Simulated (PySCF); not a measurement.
Shapes and spin states of OsOF2

Level of theory: PBE0 in PySCF with Os def2-SVP with ECP60, O def2-SVP, F def2-SVP; scalar-relativistic core potentials, no spin–orbit coupling; density-fitted integrals.

Relaxations began from a few typed shapes and spin states; open shells are unrestricted. The search is not exhaustive: other isomers or separated fragments can lie lower, and high-lying points may rest on an excited occupation.

```csv
spin,group,bonds,angles,imaginary modes (cm⁻¹),ΔE (kJ/mol),ΔE with ZPE (kJ/mol)
singlet,C2v,"Os–F 1.846 Å (×2), Os–O 1.626 Å","F–Os–F 106.4°, F–Os–O 126.8° (×2)",none,0.0,0.0
triplet,C2v,"Os–F 1.836 Å (×2), Os–O 1.676 Å","F–Os–F 132.5°, F–Os–O 113.7° (×2)",none,4.0,4.0
triplet,C2v,"Os–F 1.836 Å (×2), Os–O 1.676 Å","F–Os–F 132.8°, F–Os–O 113.6° (×2)",none,4.1,4.2
triplet,C2v,"Os–F 1.865 Å (×2), Os–O 1.670 Å","F–Os–F 83.7°, F–Os–O 138.2° (×2)",1 found,62.3,–
quintet,C2v,"Os–F 1.888 Å (×2), Os–O 1.738 Å","F–Os–F 163.5°, F–Os–O 98.3° (×2)",none,104.2,102.1
quintet,C2v,"Os–F 1.894 Å (×2), Os–O 1.728 Å","F–Os–F 89.8°, F–Os–O 135.1° (×2)",none,125.3,123.6
```

The lowest minimum found is the singlet C2v: Os–F 1.846 Å (×2), Os–O 1.626 Å; F–Os–F 106.4°, F–Os–O 126.8° (×2).

Formally Os is in oxidation state +4, d4, with 0 unpaired electrons (the high-spin count would be 4). The polar-tensor charge on Os, 1.65, is far below the formal one.

For the lowest minimum: spin–orbit coupling, left out here, can matter for elements this heavy.
